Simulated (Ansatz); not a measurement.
Consider the formal exchange of groups at the Sn–C bond: `C#C[CH](F)[SnH3]` + `ClCCCl` → `Cl[CH2][SnH3]` + `C#CC(F)CCl`.

Calculated with Ansatz (gas phase, PBE0-D4/def2-TZVP geometries, no zero-point term in ΔE). CCSD(T)/CBS is the MP2 limit (def2-TZVPP, def2-QZVPP) plus CCSD(T) − MP2 in def2-TZVPP, frozen cores. This one scheme is used for every species. DFT in def2-TZVPP. B3LYP here is the variant with VWN-RPA as its local correlation; programs differ in this. Elements past krypton have def2 core potentials. For Sn outer-core shells are correlated without core-valence functions, which leaves a few kJ/mol of doubt a bond. Each species was taken in one conformer, which may not be the lowest.

Q: Is it downhill or uphill in electronic energy at CCSD(T)/CBS, and by how much? (Estimate.)

A: The calculation gave: Downhill: ΔE = -4.0 kJ/mol.

Q: What do these levels give: ωB97X-V, PBE, B3LYP, CCSD/def2-TZVPP, MP2/CBS(def2), CCSD/CBS(def2)? (An estimate is asked.)

A: Ansatz gave: ωB97X-V -2.9, PBE 5.8, B3LYP 3.7, CCSD/def2-TZVPP -5.1, MP2/CBS(def2) -4.5, CCSD/CBS(def2) -4.6 kJ/mol.

Largest T1 diagnostic among the species: 0.013.

From PBE to PBE0 (25 % exact exchange), in def2-TZVPP and without D4, ΔE moves by −3.8 kJ/mol.
